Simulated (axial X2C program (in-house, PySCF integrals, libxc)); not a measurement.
**Nuclear properties of AsN⁻**

Computed with an in-house all-electron X2C program for linear molecules (integrals from PySCF): two-component X2C with atomic mean-field Coulomb and Gaunt terms, Gaussian nuclei, basis As dyall-acv3z, N dyall-av3z with contracted cores.

R = 1.668 Å (near the PBE0 minimum at charge -1 of the determinant lowest at the starting distance; the state shown can have its own minimum elsewhere).

Determinant lowest in the PBE0 search, Ω = 1/2 (⟨Sz⟩ = -0.50, ⟨Lz⟩ = 1.00 at PBE0), spin on the atoms As -0.23, N -0.27:

```
    level  Eeff magnitude (GV/cm)  Ws magnitude As (kHz)  Ws magnitude N (kHz)  A∥/gI As (MHz)  qzz As (a.u.)  A∥/gI N (MHz)  qzz N (a.u.)
     PBE0                  0.0559                0.00201              0.000772             836          -2.08            261         -0.50
       HF                   0.201                  0.229               0.00105             695          -2.20            328         -0.75
      LDA                     0.1                 0.0447              0.000232             780          -2.06            273         -0.44
BHandHLYP                   0.212                  0.125               0.00105             882          -1.92            213         -0.60
    TPSSh                   0.056                0.00115              0.000654             802          -1.91            259         -0.50
```

Determinant 0.07 eV from it at PBE0 and this distance, Ω = 3/2 (⟨Sz⟩ = 0.50, ⟨Lz⟩ = 1.00 at PBE0), spin on the atoms As 0.26, N 0.24:

```csv
level,Eeff magnitude (GV/cm),Ws magnitude As (kHz),A∥/gI As (MHz),qzz As (a.u.),A∥/gI N (MHz),qzz N (a.u.)
PBE0,0.0065,0.0137,116,-2.19,63.8,-0.51
HF,0.622,0.154,223,-1.59,42.5,-0.73
LDA,0.0625,0.00517,117,-2.17,54.5,-0.45
BHandHLYP,0.158,0.0277,202,-2.06,60.3,-0.62
TPSSh,0.0113,0.0113,128,-2.02,57.5,-0.51
```

Eeff is the effective electric field on the electron electric dipole moment in this Ω state and Ws the scalar–pseudoscalar constant of the nucleus named (defined with the proton number Z and per Ω); A∥ (defined per Ω) follows by multiplying with gI = μI/(I μN); qzz is the electric field gradient, eQq0 = 234.96 MHz × Q/barn × qzz. The operators were transformed with the bare-nucleus X2C matrices; with these basis sets, hyperfine constants and field gradients can be off by tens of per cent, and where levels differ in sign neither size nor sign is settled.

**Question.** With gI(75As) = 0.9597, Q(75As) = 0.311 barn, gI(14N) = 0.4038, Q(14N) = 0.02044 barn (g factors from the IAEA table of nuclear moments by Stone; Q from Pyykkö, Mol. Phys. 2018), turn the PBE0 values of the first state into constants in MHz.

**Answer.** A∥(75As) = 836 × 0.9597 = 802 MHz; eQq0(75As) = 234.96 × (0.311) × (-2.08) = -152 MHz; A∥(14N) = 261 × 0.4038 = 105 MHz; eQq0(14N) = 234.96 × (0.02044) × (-0.50) = -2.4 MHz.

Each state is one determinant with collinear spin. Unrestricted Hartree–Fock can overshoot spin polarisation at the nuclei. In the state Ω = 1/2 the sign of Eeff differs between levels (HF against PBE0). For an anion, determinants above electron detachment, or with a positive highest level, are held by the basis set. Where Eeff spreads by more than a factor of two the levels disagree and none is to be relied on. At HF a later determinant lies lower. The search compared states at one distance, so a state with another bond length can lie lower. The sign of Ws at As differs between levels in the first state. The sign of Ws at As differs between levels in the second state. Further determinants of the search, some of them spin-mixed, are not shown. PBE0 term energies can be off by some tenths of an eV.
